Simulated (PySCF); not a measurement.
Structure revision by computed shifts

A compound C4H11NO2Si2 gives the data below (simulated from a calculation) and was assigned the structure `C=CO[SiH2]CC(=O)N[SiH3]`.

¹³C{¹H} NMR (computed): δ 185.7 (C), 144.4 (CH), 141.5 (CH2), 53.5 (CH3).

¹H NMR (500 MHz, computed): δ 6.56 (m, 1H), 6.55 (m, 1H), 6.19 (m, 1H), 5.65 (m, 1H), 5.17 (br s, 2H), 4.44 (m, 1H), 4.32 (m, 1H), 3.72 (s, 3H).

Computed data (PySCF): GIAO PBE0/pcSseg-1 shieldings, GFN2-xTB geometry. Rapidly exchanging positions averaged, relativity neglected, gas phase, a single conformation.

Referencing at the same level of theory: ¹H (31.72 ppm) and ¹³C (186.93 ppm) vs TMS.

**Question.** Compare with the shifts computed for the proposed structure, pairing carbons in order of shift.

**Answer.** Atoms are numbered as in `[CH2:1]=[CH:2][O:3][SiH2:4][CH2:5][C:6](=[O:7])[NH:8][SiH3:9]` (H(Xn): hydrogen on atom n).

```
atom  computed for proposal  given list  difference
  C6                  185.6       185.7        -0.1
  C2                  156.9       144.4       +12.5
  C1                   93.5       141.5       -48.0
  C5                   23.3        53.5       -30.2
```

The rms difference is 29.1 ppm and the largest -48.0 ppm at C1 (β carbon of an enol-ether or enamine type C=C). The carbon types in order of shift don't match either: C, CH, CH2, CH2 for the proposal against C, CH, CH2, CH3 in the data. The proposal doesn't fit.

**Question.** Which isomer fits?

**Answer.** SMILES CO[Si@H](C=C)[SiH2]C(N)=O.

- Carbon types of the structure: 1 × C, 1 × CH, 1 × CH2, 1 × CH3, leaving 5 H on heteroatoms.
- δC 185.7: carbonyl carbon.
- δC 144.4: alkene CH; the olefinic region.
- δC 141.5: terminal =CH2 carbon; the olefinic region.
- δH 6.55, 6.19: hydrogen on a terminal =CH2 carbon; attached to an sp2 carbon and in the plane of the double bond.

Other isomers checked: CC(C)O[Si@@H](C#N)O[SiH3] (rms 75.5 ppm).

This is the structure that produced the data.

OH/NH shifts are gas-phase values; hydrogen bonding in solution moves them, usually downfield. Shifts are as computed. Against solution values, carbons near 30 ppm lie about +3 ppm off and those near 130 ppm about +5 ppm. Of 1211 compounds with measured shifts, 218 miss one by over three times the rms of a fit or turn the order of signals round; such compounds aren't used in these exercises. The C=O carbon of an acid or of an amide with N–H lies up to 10 ppm further downfield in solution, through hydrogen bonding that the calculation lacks. Multiplicities follow the n + 1 count of equivalent neighbours, as no J values were calculated; m marks all less simple cases, F and P coupling included.
